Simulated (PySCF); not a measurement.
# How methods differ on the ionisation energy of Sn³⁷⁺

Sn³⁷⁺ [Ne] 3s2 3p1 (2P) → Sn³⁸⁺ [Ne] 3s2 (1S), as a difference of total energies. Calculation: PySCF 2.14, in an uncontracted even-tempered set (18 s from 5.9 bohr⁻², ratio 2.5; 12 p from 7.7 bohr⁻², ratio 2.5; 4 d from 32 bohr⁻², ratio 2.7; 4 f from 48 bohr⁻², ratio 2.7); scalar relativity by spin-free X2C-1e. Correlated levels: outer shells: 1s2 frozen; virtual orbitals above 40 to 60 times the deepest correlated orbital energy dropped. The calculations carry no spin-orbit coupling.

```csv
method,ionisation energy (eV)
UHF,2483.9
MP2 (outer shells),2484.4
SCS-MP2 (outer shells),2484.2
CCSD (outer shells),2484.3
CCSD(T) (outer shells),2484.3
```

A first-order spin-orbit estimate (lowest level to lowest level, LS coupling) adds 36.869 eV.

Breit and QED terms and the two-electron picture change are absent.

For comparison: 2499 ± 11 eV (semi-empirical (NIST evaluation); NIST Atomic Spectra Database, ionization energies).
